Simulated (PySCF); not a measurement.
Converging TlCl in the basis (CCSD(T))

PySCF, RHF reference; singlet, unpaired electrons none; De to Tl + Cl without counterpoise correction. Frozen cores follow the default of each basis and core potential.

| basis | relativity | functions | Re (Å) | ωe (cm⁻¹) | De (eV) | frozen orbitals |
| --- | --- | --- | --- | --- | --- | --- |
| def2-SVP | scalar-relativistic core potentials | 44 | 2.520 | 302 | 3.88 | 9 |
| cc-pVDZ-PP/cc-pV(D+d)Z | scalar-relativistic core potentials | 46 | 2.539 | 285 | 3.89 | 9 |
| def2-SVPD | scalar-relativistic core potentials | 59 | 2.577 | 272 | 4.18 | 9 |
| x2c-TZVPPall | spin-free X2C | 125 | 2.508 | 286 | 4.23 | 39 |

**Question.** How does each smaller set differ from the one with most functions, x2c-TZVPPall?

**Answer.** def2-SVP: +1.2 pm, +5.6 % in ωe, -0.35 eV in De; cc-pVDZ-PP/cc-pV(D+d)Z: +3.1 pm, -0.3 % in ωe, -0.34 eV in De; def2-SVPD: +6.9 pm, -4.9 % in ωe, -0.05 eV in De. All at CCSD(T); the set with most functions is neither the basis-set limit nor always the best. The rows treat relativity differently, so the differences are not basis effects alone.

Correlated steps freeze the inner cores (9 to 39 orbitals); shallow outer-core shells are correlated. Correlated levels converge slowly with the basis: in double zeta they bind strong bonds too weakly, by up to about 1 eV, and carry superposition errors of some tenths. These are scalar-relativistic numbers at best; spin–orbit coupling would shift them, the dissociation energy most. Where the molecule has an RHF reference, its open-shell atoms are computed with UHF.
